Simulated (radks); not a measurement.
Values are calculated unless marked as measured or tabulated.
The antimony anion Sb- inside a hard spherical wall (all orbitals vanish at R), configuration held at [Kr] 4d10 5s2 5p4 and not refilled when levels cross. Code: a radial shooting solver on a logarithmic mesh with Libxc functionals. Model: scalar-relativistic Kohn-Sham, r2SCAN, spin-polarised, spherical densities, finite nucleus; open shells are filled with parallel spins first (spin-orbit coupling, left out, can overturn this in heavy ions); meta-GGA in the generalised Kohn-Sham scheme; Fermi nuclear charge, rms radius 4.6802 fm. Eigenvalues in eV for spin up, with the zero of energy where the potential of the charges vanishes at infinity; a dash marks a level that is unbound or too diffuse for the functional's potential to be trusted. A positive occupied level is held by the wall or, in an anion where self-interaction has pushed it up, behind a barrier. The pressure on the wall is -dE/dV.

R (bohr)	E (hartree)	kinetic (hartree)	e(4p)	e(4d)	e(5s)	e(5p)	e(6s, empty)	e(5d, empty)	pressure (GPa)
20	-6482.23791	6779.659	-97.996	-27.851	-7.625	0.160	2.333	2.908	0.000277
15	-6482.23751	6779.659	-97.890	-27.745	-7.513	0.256	3.036	4.147	0.00165
5	-6481.95336	6780.902	-91.745	-21.718	-2.848	5.494	22.076	16.999	29.1
4	-6481.33734	6783.216	-85.868	-16.082	2.117	11.846	42.602	27.600	164
3.5	-6480.52256	6786.079	-80.735	-11.226	7.359	18.554	63.351	38.077	446
3	-6478.73582	6792.195	-72.623	-3.580	17.333	31.075	99.991	56.433	1390
2.5	-6474.29848	6807.164	-58.365	10.147	39.159	57.572	171.04	92.029	5310
